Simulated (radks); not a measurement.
Results of a calculation; reference values are marked as such.
Neutral chromium, [Ar] 3d5 4s1. Level of theory: non-relativistic Kohn-Sham, exchange-only LDA, spin-polarised, spherical densities, point nucleus (a radial shooting solver on a logarithmic mesh with Libxc functionals). Every spin shell is full or empty, so the densities are truly spherical. Functionals are evaluated on that one density, not self-consistently. Rank these exchange functionals by their error against the exact value of the orbitals, and give that value: LDA, B88, PBE, revPBE, WC, AM05, SOGGA, G96, APBE, revTPSS, SCAN, MS2, TASK.

Answer. Exact: -47.5033 hartree. From best to worst, with 100 (|E| - |E exact|)/|E exact| (equal figures are ties): MS2 +0.12, PBE -0.14, revPBE +0.15, revTPSS -0.33, B88 +0.38, SCAN +0.53, G96 +0.55, APBE +0.86, WC -0.91, TASK -2.60, SOGGA -2.70, AM05 -5.71, LDA -6.39.
